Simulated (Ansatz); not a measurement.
The cluster Tl4H5⁻, relaxed as a singlet with RKS B3LYP-D4/def2-SVPD in Ansatz, starting from the GFN1-xTB geometry. Force threshold 0.02 eV/Å.

In the def2 sets Tl takes a core potential; there is no spin–orbit coupling. Another isomer (singlet) lies 0.35 eV lower at PBE0-D4/def2-TZVPD; other spin states weren't run for this one.

Start:

```xyz
9

Tl   -1.3152    1.1547   -2.7976
Tl   -1.5867   -1.1879    0.6788
Tl    0.9171    2.0136    0.7968
Tl    1.1265   -2.0348    0.1909
H     1.8522   -2.5156    1.9343
H     1.8605    0.0565    0.4557
H     0.0718    1.9273   -1.3301
H    -2.0702   -0.2574   -1.2280
H    -0.8560    0.8436    1.2992
```

```csv
step,energy (eV),largest force component (eV/Å),SCF passes
1,-18867.4765,0.987,16
2,-18867.7219,0.227,18
3,-18867.7722,0.209,19
4,-18867.8251,0.233,18
5,-18867.8881,0.156,19
6,-18867.9100,0.322,19
7,-18867.9316,0.361,19
8,-18867.9622,0.124,18
9,-18867.9851,0.076,19
10,-18867.9922,0.198,19
11,-18868.0005,0.113,18
12,-18868.0048,0.140,19
13,-18868.0088,0.139,18
14,-18868.0203,0.260,19
15,-18868.0640,0.289,18
16,-18868.1275,0.306,18
17,-18868.1440,0.426,18
18 (rejected),-18868.1416,0.213,18
19,-18868.1654,0.148,18
20,-18868.1664,0.135,18
21,-18868.1726,0.024,18
22,-18868.1733,0.011,20
```

Force components are those of the run's own axes.

End:

```xyz
9

Tl   -0.021    0.406   -2.355
Tl   -2.334   -0.651    0.793
Tl    0.756    2.010    0.907
Tl    0.677   -1.973    0.831
H     2.539   -2.459    0.948
H     1.251   -0.065   -0.308
H    -0.103    2.225   -1.109
H    -1.724   -0.354   -1.192
H    -1.041    0.861    1.485
```

Bonds formed: Tl2–H9 (atoms count from 1).

No frequencies were taken in this run, so the end may be a saddle point.

Run time 5.6 min (4 threads of Intel Xeon on a shared host), peak host memory 0.65 GiB.
